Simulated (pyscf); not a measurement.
PySCF, gas phase, ωB97X-D3(BJ)/def2-SVP geometries. MP2 and CC: frozen core, UHF for open shells. ΔMP2 is the change of the MP2 total energy from the triple- to the quadruple-zeta basis.

Task: H₃C–C⁺=CH–CH₃ → H₂C⁺–CH=CH–CH₃
Surface: singlet. Broken: C–H. Formed: C–H. Give ΔE‡ and ΔE from CCSD(T)/def2-TZVPP + ΔMP2(QZVPP), relative to the reactant's lowest minimum found.

Result: ΔE‡ = 18.1 kcal/mol, ΔE = -19.0 kcal/mol. Zero-point energy shifts the barrier by -0.5 kcal/mol. It is a hydrogen shift, with an imaginary mode of 897i cm⁻¹. On the product side the descent ends in a point that may be a rotor saddle (no frequency run), 3.0 kcal/mol over the lowest minimum found and 34.6 kcal/mol under the saddle at ωB97X-D3(BJ)/def2-TZVP. This is the saddle that the search found; another between the same sides may lie lower. The CCSD(T) − MP2 part came from Ansatz, without density fitting, on the same reference.
